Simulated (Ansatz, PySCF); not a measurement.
C3H8O2Si, SMILES O1C[SiH](C1)CO. Atoms are numbered in the order given.

```xyz
14

O      2.6522    -0.0484     0.5283
C      1.7349     0.0889    -0.5643
Si     0.0084     0.4846     0.1260
C     -1.0583    -0.9306     0.8220
O     -2.1247    -0.6040    -0.1048
C     -1.5607     0.4173    -0.9615
H      2.7455     0.8233     0.9425
H      2.0817     0.8313    -1.3121
H      1.7195    -0.8841    -1.0817
H      0.1641     1.6850     1.0015
H     -0.6793    -1.9566     0.6532
H     -1.4146    -0.8674     1.8647
H     -2.2181     1.3037    -1.0008
H     -1.4313     0.0459    -1.9965
```

Coordinates come from a TPSSh-D3(BJ)/def2-SVP optimisation. A frequency run showed that this geometry is not a minimum. The structure was generated by enumeration, and PubChem lists no compound with its InChIKey, so it may never have been made. The values are those of a single conformer.

Vertical ionisation energy (IE) and electron affinity (EA) in eV. Rows of orbital energies are one-electron estimates. Where ΔSCF, EOM or ADC give a negative EA the extra electron is unbound and the value depends on the basis.

```json
[
 {"level": "−ε(HOMO), −ε(LUMO), ωB97X/def2-TZVP (PySCF)", "IE": "9.67", "EA": "-2.13"},
 {"level": "−ε(HOMO), −ε(LUMO), PBE/def2-TZVP (PySCF)", "IE": "5.67", "EA": "0.78"},
 {"level": "ΔSCF, CAM-B3LYP/def2-SVPD (Ansatz), final states of multiplicity 2 and 2", "IE": "9.57", "EA": "-1.41"},
 {"level": "ΔSCF, PBE/def2-SVPD (Ansatz), final states of multiplicity 2 and 2", "IE": "8.73", "EA": "-1.11"}
]
```

Problem. What vertical singlet–triplet gap does ΔSCF give with CAM-B3LYP/def2-SVPD (Ansatz, a first-principles code) and with PBE/def2-SVPD (Ansatz)? (An estimate is asked for; the answer gives what the named calculation found.)

Solution. 6.05 and 5.08 eV (triplet above singlet where positive).
